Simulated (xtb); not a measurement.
Here is a job for xtb.
```
$ xtb mol.xyz --gfn 2 --chrg 0 --uhf 1 --json

# file mol.xyz
2

Ge    -0.00000000    -0.00000000    -1.58877700
I      0.00000000     0.00000000     0.95926159
```

Predict the dipole moment from GFN2-xTB (xtb).

5.70 D

What is the computed total energy (GFN2-xTB)?

-5.7579 Eh
